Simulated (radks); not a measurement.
Species: the gold ion Au2+. Configuration: [Kr] 4d10 4f14 5s2 5p4 5d9 6p2 (not the ground configuration).

Calculated with a radial shooting solver on a logarithmic mesh with Libxc functionals: scalar-relativistic Kohn-Sham, LDA (Slater exchange, Perdew-Wang correlation), spin-polarised, spherical densities, finite nucleus; open shells are filled with parallel spins first (spin-orbit coupling, left out, can overturn this in heavy ions); Fermi nuclear charge, rms radius 5.4371 fm.

Energy parts (eV):
| part | energy |
|---|---|
| total | -516766.80 |
| kinetic | 577718.54 |
| electron-nucleus | -1283019.89 |
| Hartree | 198065.28 |
| exchange-correlation | -9530.72 |

Orbitals (lengths in bohr, moments of r in powers of bohr; r(max) is where P^2 peaks):
[
 {"orbital": "1s up", "occ.": "1", "eigenvalue (eV)": "-80717.07", "r(max)": "0.01043"},
 {"orbital": "1s down", "occ.": "1", "eigenvalue (eV)": "-80716.73", "r(max)": "0.01043"},
 {"orbital": "2s up", "occ.": "1", "eigenvalue (eV)": "-14276.21", "r(max)": "0.06022"},
 {"orbital": "2s down", "occ.": "1", "eigenvalue (eV)": "-14275.91", "r(max)": "0.06022"},
 {"orbital": "2p up", "occ.": "3", "eigenvalue (eV)": "-12356.94", "r(max)": "0.04982"},
 {"orbital": "2p down", "occ.": "3", "eigenvalue (eV)": "-12356.59", "r(max)": "0.04982"},
 {"orbital": "3s up", "occ.": "1", "eigenvalue (eV)": "-3398.757", "r(max)": "0.1698"},
 {"orbital": "3s down", "occ.": "1", "eigenvalue (eV)": "-3398.485", "r(max)": "0.1698"},
 {"orbital": "3p up", "occ.": "3", "eigenvalue (eV)": "-2841.768", "r(max)": "0.1691"},
 {"orbital": "3p down", "occ.": "3", "eigenvalue (eV)": "-2841.471", "r(max)": "0.1691"},
 {"orbital": "3d up", "occ.": "5", "eigenvalue (eV)": "-2244.366", "r(max)": "0.1376"},
 {"orbital": "3d down", "occ.": "5", "eigenvalue (eV)": "-2244.056", "r(max)": "0.1376"},
 {"orbital": "4s up", "occ.": "1", "eigenvalue (eV)": "-767.2603", "r(max)": "0.3828"},
 {"orbital": "4s down", "occ.": "1", "eigenvalue (eV)": "-766.7719", "r(max)": "0.3829"},
 {"orbital": "4p up", "occ.": "3", "eigenvalue (eV)": "-584.4565", "r(max)": "0.4029"},
 {"orbital": "4p down", "occ.": "3", "eigenvalue (eV)": "-583.9305", "r(max)": "0.4029"},
 {"orbital": "4d up", "occ.": "5", "eigenvalue (eV)": "-364.5445", "r(max)": "0.4103"},
 {"orbital": "4d down", "occ.": "5", "eigenvalue (eV)": "-363.9250", "r(max)": "0.4103"},
 {"orbital": "5s up", "occ.": "1", "eigenvalue (eV)": "-145.9334", "r(max)": "0.8439"},
 {"orbital": "5s down", "occ.": "1", "eigenvalue (eV)": "-143.4351", "r(max)": "0.8424"},
 {"orbital": "4f up", "occ.": "7", "eigenvalue (eV)": "-120.1404", "r(max)": "0.3748"},
 {"orbital": "4f down", "occ.": "7", "eigenvalue (eV)": "-119.3251", "r(max)": "0.3746"},
 {"orbital": "5p up", "occ.": "3", "eigenvalue (eV)": "-96.0519", "r(max)": "0.9428"},
 {"orbital": "5p down", "occ.": "1", "eigenvalue (eV)": "-93.4918", "r(max)": "0.9420"},
 {"orbital": "5d up", "occ.": "5", "eigenvalue (eV)": "-38.9494", "r(max)": "1.155"},
 {"orbital": "5d down", "occ.": "4", "eigenvalue (eV)": "-36.6138", "r(max)": "1.159"},
 {"orbital": "6p up", "occ.": "2", "eigenvalue (eV)": "-19.2421", "r(max)": "2.468"},
 {"orbital": "6p down", "occ.": "0", "eigenvalue (eV)": "-17.4673", "r(max)": "2.480"}
]

The highest occupied level is 6p up at -19.242 eV. The density falls to 0.001 e/bohr^3 at r = 4.23 bohr. Spin moment in Bohr magnetons: 5. The spin density at the nucleus is -11.735 e/bohr^3 (1s -4.548, 2s 0.348, 3s 0.960, 4s 0.021, 5s -8.517). Summed over all electrons, <r^2> = 52.79 bohr^2, which gives a Langevin (diamagnetic) susceptibility term of -41.8 x 10^-6 cm^3/mol. The electron density at the nucleus is 2.292e+06 e/bohr^3 (large components only).
